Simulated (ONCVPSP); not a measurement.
# antimony ONCV: all-electron and pseudo phase curves

| Item | Value |
| --- | --- |
| Element | antimony (Sb) |
| Generator | ONCVPSP 4.0.1 |
| Type | optimised norm-conserving Vanderbilt (ONCV) |
| Functional | PBEsol |
| Relativity | scalar-relativistic |
| Frozen core | [Kr] 4d10 |
| Valence charge | 5 |
| Reference configuration | 5s2 5p3 |
| Partial waves | 5s: rc 1.75 bohr, ncon 4, nbas 7, qcut 3.5 1/bohr, 1 projector; 5p: rc 2.00 bohr, ncon 3, nbas 6, qcut 4.9 1/bohr, 3 projectors, debl 1.3 Ha |
| Local potential | polynomial inside 1.45 bohr (lpopt 5, dvloc0 6 Ha) |
| Core correction | Teter function, parameters optimised by the program |

The phase is arctan(r·R′/R) of the radial function R(r), unwrapped; energies in Ha, scanned from -2 to 5 Ha. A pole is an energy at which the radial function vanishes at the test radius. The pseudo phase is shifted by a multiple of π to meet the all-electron one at the reference energy, and phase errors are pseudo minus all-electron; the curves can meet again beyond the range given. Levels narrower than the energy grid can be missing from the lists of poles.

```
channel  radius (bohr)  reference energy (Ha)  poles, all-electron  poles, pseudo  unbroken range about the reference energy with phases within 0.05 rad  phase error 1 Ha above the reference energy (rad)
      s           1.78                  -0.47                 2.82     0.88, 3.27                                                              below 0.4                                             -0.062
      p           2.03                  -0.18                 2.34           2.34                                                        the whole range                                             +0.000
```

Note: ghosts flagged at negative energy: p at -77.7 eV; GHOST(+) flagged for s at 26.5 eV. A true bound ghost makes a file unfit for plane-wave use.

Phases in the p channel:

```json
{"E (Ha)": "-1.98", "all-electron": "1.184", "pseudo": "1.188"}
{"E (Ha)": "-1.62", "all-electron": "1.106", "pseudo": "1.108"}
{"E (Ha)": "-1.26", "all-electron": "0.982", "pseudo": "0.982"}
{"E (Ha)": "-0.90", "all-electron": "0.755", "pseudo": "0.755"}
{"E (Ha)": "-0.54", "all-electron": "0.298", "pseudo": "0.297"}
{"E (Ha)": "-0.18", "all-electron": "-0.415", "pseudo": "-0.415"}
{"E (Ha)": "0.18", "all-electron": "-0.935", "pseudo": "-0.935"}
{"E (Ha)": "0.54", "all-electron": "-1.195", "pseudo": "-1.195"}
{"E (Ha)": "0.90", "all-electron": "-1.335", "pseudo": "-1.335"}
{"E (Ha)": "1.26", "all-electron": "-1.423", "pseudo": "-1.423"}
{"E (Ha)": "1.62", "all-electron": "-1.484", "pseudo": "-1.484"}
{"E (Ha)": "1.98", "all-electron": "-1.531", "pseudo": "-1.531"}
{"E (Ha)": "2.34", "all-electron": "-1.571", "pseudo": "-1.571"}
{"E (Ha)": "2.70", "all-electron": "-1.606", "pseudo": "-1.606"}
{"E (Ha)": "3.06", "all-electron": "-1.642", "pseudo": "-1.642"}
{"E (Ha)": "3.42", "all-electron": "-1.680", "pseudo": "-1.680"}
{"E (Ha)": "3.78", "all-electron": "-1.725", "pseudo": "-1.725"}
{"E (Ha)": "4.14", "all-electron": "-1.785", "pseudo": "-1.784"}
{"E (Ha)": "4.50", "all-electron": "-1.874", "pseudo": "-1.871"}
{"E (Ha)": "4.86", "all-electron": "-2.033", "pseudo": "-2.025"}
```
